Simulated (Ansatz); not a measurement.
Consider the formal hydrolysis of a Ge–F bond: `[F][Ge]([Cl])([Cl])[Cl]` + H₂O → `[OH][Ge]([Cl])([Cl])[Cl]` + H–F.

Calculated with Ansatz (gas phase, PBE0-D4/def2-TZVP geometries, no zero-point term in ΔE). CBS: MP2 limit from def2 TZ/QZ plus the TZ coupled-cluster correction, frozen cores. This one scheme is used for every species. Functionals use def2-TZVPP. B3LYP here is the variant with VWN-RPA as its local correlation; programs differ in this. HSE06 is defined as in plane-wave codes. For Ge outer-core shells are correlated without core-valence functions, which leaves a few kJ/mol of doubt a bond. Scalar relativity is left out up to krypton. One conformer a species, not always the lowest.

`[F][Ge]([Cl])([Cl])[Cl]`:

```xyz
5

F    -0.520    1.669    0.120
Ge   -0.012    0.039    0.003
Cl    1.905    0.028   -0.869
Cl    0.032   -0.758    1.952
Cl   -1.405   -0.978   -1.206
```

H₂O:

Z-matrix (Å, degrees):
```
O
H 1 0.960
H 1 0.960 2 105.1
```

`[OH][Ge]([Cl])([Cl])[Cl]`:

Cartesian coordinates in Å:
```
O -1.342 0.202 0.536
Ge 0.222 0.066 -0.229
Cl 1.766 0.699 1.084
Cl 0.618 -1.943 -0.792
Cl 0.151 1.306 -1.933
H -1.415 -0.330 1.334
```

H–F:

Z-matrix (Å, degrees):
```
F
H 1 0.920
```

```
             level  ΔE (kJ/mol)  difference from CCSD(T)/CBS
       LDA (SPW92)         17.1                         -0.1
            PBE-D4         20.5                          3.3
         revPBE-D4         19.1                          1.9
           BLYP-D4         22.7                          5.5
         r2SCAN-D4         22.9                          5.7
            B97M-V         26.7                          9.5
           PBE0-D4         18.9                          1.7
          B3LYP-D4         21.7                          4.5
        r2SCANh-D4         21.9                          4.7
        r2SCAN0-D4         20.6                          3.4
          HSE06-D4         18.8                          1.6
          BHLYP-D4         21.6                          4.4
      CAM-B3LYP-D4         23.0                          5.8
           ωB97X-V         22.6                          5.4
           ωB97M-V         21.9                          4.7
          PBE-QIDH         17.4                          0.2
            revPBE         24.5                          7.3
              BLYP         27.4                         10.2
            r2SCAN         23.5                          6.3
              PBE0         20.9                          3.7
             B3LYP         25.4                          8.2
           r2SCANh         22.6                          5.4
           r2SCAN0         21.4                          4.2
             HSE06         20.7                          3.5
         CAM-B3LYP         25.1                          7.9
           LC-ωPBE         23.2                          6.0
       HF/def2-SVP         25.4                          8.2
      MP2/def2-SVP         20.5                          3.3
     CCSD/def2-SVP         23.7                          6.5
     HF/def2-TZVPP         25.9                          8.7
    MP2/def2-TZVPP         14.0                         -3.2
SCS-MP2/def2-TZVPP         17.4                          0.2
   CCSD/def2-TZVPP         18.3                          1.1
CCSD(T)/def2-TZVPP         17.1                         -0.1
     HF/def2-QZVPP         27.8                         10.6
    MP2/def2-QZVPP         14.7                         -2.5
SCS-MP2/def2-QZVPP         18.2                          1.0
      HF/CBS(def2)         28.1                         10.9
     MP2/CBS(def2)         14.1                         -3.1
    CCSD/CBS(def2)         18.4                          1.2
       CCSD(T)/CBS         17.2                            0
```

Largest T1 diagnostic among the species: 0.010.

In def2-TZVPP, CCSD(T) changes the Hartree–Fock value by −8.8 kJ/mol (the triples alone add −1.1 kJ/mol) and MP2 by −11.9 kJ/mol. The D4 term adds −3.7 kJ/mol with B3LYP and −2.0 kJ/mol with PBE0; it sums over pairs of atoms, weighted by their polarisabilities, and B3LYP, whose exchange is more repulsive, gets the larger term. At CCSD(T), def2-SVP lies +5.9 kJ/mol from the extrapolated value and def2-TZVPP −0.1 kJ/mol.
